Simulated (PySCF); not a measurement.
# Property card for `COC[SiH2]C`

C3H10OSi.
Bonds: C1–O2, O2–C3, C3–Si4, Si4–C5. Hydrogens: H6, H7, H8 on C1; H9, H10 on C3; H11, H12 on Si4; H13, H14, H15 on C5.

Among its groups: ether, Si–H bond and C–Si bond.

**PBE0-D3(BJ)/def2-SVP geometry optimisation, gas phase (PySCF)**

```
Point group                  : C1
Rotational constants A, B, C : 8.077, 1.941, 1.698 GHz
```

wB97X-D/def2-SVPD ground state and vertical TDDFT (core frozen in the response) (PySCF):

```
Dipole moment                                                     : 1.22 D
HOMO energy                                                       : -9.51 eV
LUMO energy                                                       : 2.26 eV
HOMO–LUMO gap                                                     : 11.77 eV
Lowest singlet excitation                                         : 7.36 eV (168 nm, f = 0.025)
Strongest line among the 6 lowest singlet transitions             : S3 at 8.23 eV (151 nm, f = 0.042)
Static isotropic polarisability                                   : 71.3 au
Electronic spatial extent ⟨r²⟩ about the centre of nuclear charge : 772 bohr²
```

Monoisotopic mass (most abundant isotopes): 90.0501 u.

The rotational constants make it an asymmetric top with κ = (2B − A − C)/(A − C) = -0.92, nearer the prolate limit (−1). The polarisability is 10.56 Å³ as a volume (1 au = 0.148185 Å³), or 1.43 au for each of the 50 electrons. The principal polarisabilities are 63.7, 69.9 and 80.3 au; their mean is the isotropic value. The 6 singlets span 7.36 to 8.63 eV, and their oscillator strengths add up to 0.15. S1 lies 4.41 eV below the HOMO–LUMO gap; its leading configuration is HOMO→LUMO, weight 0.71.

Conformer computed: `[CH3:1][O:2][CH2:3][SiH2:4][CH3:5]`: C1–O2–C3–Si4 180°, O2–C3–Si4–C5 55°.

One conformer stands for the species.
